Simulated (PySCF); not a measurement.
**Radial density of C(2+) (carbon, charge +2)**

UHF, [He] 2s1 3d1, high-spin 3D determinant (an excited configuration). Calculation: PySCF 2.14, in aug-cc-pVQZ-DK (6s5p4d3f2g, 80 functions); the spin-free X2C one-electron Hamiltonian (Gaussian nucleus).

```tsv
r (bohr)	4πr²ρ (e/bohr)	4πr²(ρα − ρβ)
0.00413	0.02704	0.0011
0.00695	0.07285	0.0029
0.0117	0.1929	0.0076
0.0197	0.4930	0.0193
0.0331	1.184	0.0459
0.0556	2.553	0.0965
0.0936	4.603	0.1635
0.157	6.163	0.1810
0.265	5.041	0.0619
0.445	1.910	0.0298
0.749	0.7692	0.5777
1.26	0.8920	0.8899
2.12	0.4584	0.4584
3.57	0.2717	0.2717
6.00	0.04774	0.0477
10.1	4.305e-05	0.0000
```

Densities and radii are taken from the X2C orbitals without a picture-change correction, which distorts them close to the nucleus.

The outer electron is Rydberg-like, and this basis confines it to a smaller radius and binds it less than a complete one would.
